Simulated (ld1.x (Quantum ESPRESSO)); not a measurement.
## Before and after: TM potential for chlorine

```json
{
 "Element": "Cl",
 "Generator": "ld1.x (Quantum ESPRESSO) 7.5",
 "Type": "norm-conserving Troullier–Martins (Kleinman–Bylander form)",
 "Functional": "LDA (PZ)",
 "Relativity": "non-relativistic",
 "Frozen core": "[Ne]",
 "Valence charge": "7",
 "Reference configuration": "3s2 3p5",
 "Partial waves": "3p (bound): rc 1.40 bohr; 3d channel at 0.45 Ry: rc 1.45 bohr; 3s (bound): rc 0.95 bohr",
 "Local potential": "the s channel",
 "Core correction": "a·sin(br)/r model core inside 0.50 bohr"
}
```

Change: all radii but the core radius scaled by about 1.24 (s 1.18, p 1.74, d 1.80 bohr).

Cutoffs: the cutoffs (Ry, on a coarse ladder) from which the occupation-weighted sum of valence levels, in a spherical-Bessel basis at the reference potential, stays within 10 and 1 mRy of its value at 400 Ry; they do not see the model core or the augmentation charge, which bear on the density cutoff. Errors are all-electron minus pseudo energies relative to the spin-unpolarised reference configuration.

Task: How do hardness, ghosts and transferability respond?

Result: The potential gets softer (140 Ry and 260 Ry → 50 Ry and 80 Ry); of the 9 tests that both files solve, the error grows in 1 and shrinks in 7 by more than 15 % and 0.3 meV (median size 6.2 → 8.3 meV); neither file shows a bound ghost. A larger radius leaves more room for a smooth pseudo-wave, so fewer plane waves are needed.

```tsv
quantity	base	changed
cutoff, loose	140 Ry	50 Ry
cutoff, tight	260 Ry	80 Ry
loose cutoff by channel (10 mRy a level)	p 15 Ry, s 90 Ry	p 12 Ry, s 30 Ry
bound ghosts	none	none
error for 3s2 3p4, meV [ΔE 13.99 eV]	+6.2	+4.4
error for 3s2 3p3, meV [ΔE 39.53 eV]	+39	+27
error for 3s2 3p2, meV [ΔE 77.93 eV]	+126	+86
error for 3s1 3p5, meV [ΔE 26.39 eV]	+3.6	+8.3
error for 3s2 3p4.5, meV [ΔE 5.64 eV]	+1.2	+0.8
error for 3s2 3p5.3, meV [ΔE -2.18 eV]	+0.2	+0.2
error for 3s2 3p1, meV [ΔE 130.30 eV]	+303	+203
error for 3s2 3p5 (spin-polarised), meV [ΔE -0.19 eV]	+2.7	+2.0
error for 3s2 3p4 (spin-polarised), meV [ΔE 13.11 eV]	+19	+14
```
